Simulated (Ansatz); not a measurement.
`B1[NH][AlH][SiH2]1`. Charge 0, multiplicity 1. All single points use the PBE0-D4/def2-TZVP geometry.

```xyz
9

B    -0.068    1.150    0.024
N    -0.192    0.509   -1.227
Al   -0.040   -1.268   -0.826
Si    0.213   -0.360    1.388
H    -0.130    2.341    0.149
H    -0.337    1.046   -2.071
H    -0.133   -2.424   -1.913
H    -0.851   -0.571    2.409
H     1.538   -0.424    2.066
```

Q: What is the dipole moment at r2SCAN/def2-TZVPP? (Best estimate.)

A: The calculation gave: 1.66 D, with components (-0.21, -0.16, -1.64) D in this frame, pointing from negative to positive charge.

Q: And with PBE, B3LYP, ωB97M-V? (Best estimate.)

A: Ansatz gave: PBE 1.66 D, B3LYP 1.58 D, ωB97M-V 1.64 D.

Q: Give the Mulliken charges with r2SCAN, ωB97M-V, PBE in def2-TZVPP. (An estimate is asked.)

A: Computed: 
```
atom  r2SCAN  ωB97M-V    PBE
  B1    0.10    -0.02   0.03
  N2   -0.31    -0.23  -0.18
 Al3    0.39     0.30   0.27
 Si4   -0.01    -0.06  -0.06
  H5   -0.01     0.08   0.01
  H6    0.13     0.10   0.14
  H7   -0.14    -0.09  -0.10
  H8   -0.08    -0.03  -0.06
  H9   -0.08    -0.03  -0.06
```

B3LYP here is the variant with VWN-RPA as its local correlation; programs differ in this.
